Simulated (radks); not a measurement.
The nuclear charge of neutral selenium is varied continuously with 34 electrons held in [Ar] 3d10 4s2 4p4. Method: Dirac Kohn-Sham, PBE, spin-unpolarised, spherical densities, point nucleus; open shells fill j = l - 1/2 first; computed with a radial shooting solver on a logarithmic mesh with Libxc functionals. By the Hellmann-Feynman theorem dE/dZ = E(electron-nucleus)/Z, the electronic potential at the nucleus.

| Z | E (hartree) | E(electron-nucleus)/Z (hartree) | HOMO | e(HOMO) (eV) | <r> HOMO (bohr) |
|---|---|---|---|---|---|
| 33.75 | -2387.19143 | -170.852 | 4p3/2 | -4.089 | 2.447 |
| 34 | -2430.12024 | -172.578 | 4p3/2 | -6.346 | 2.323 |
| 34.25 | -2473.48026 | -174.302 | 4p3/2 | -8.803 | 2.218 |
| 34.5 | -2517.27101 | -176.024 | 4p3/2 | -11.444 | 2.127 |
| 34.75 | -2561.49215 | -177.745 | 4p3/2 | -14.257 | 2.047 |
| 35 | -2606.14345 | -179.465 | 4p3/2 | -17.233 | 1.976 |

The central difference of E at Z = 34 is -172.578 hartree, to compare with the third column; the second derivative is -6.9 hartree.
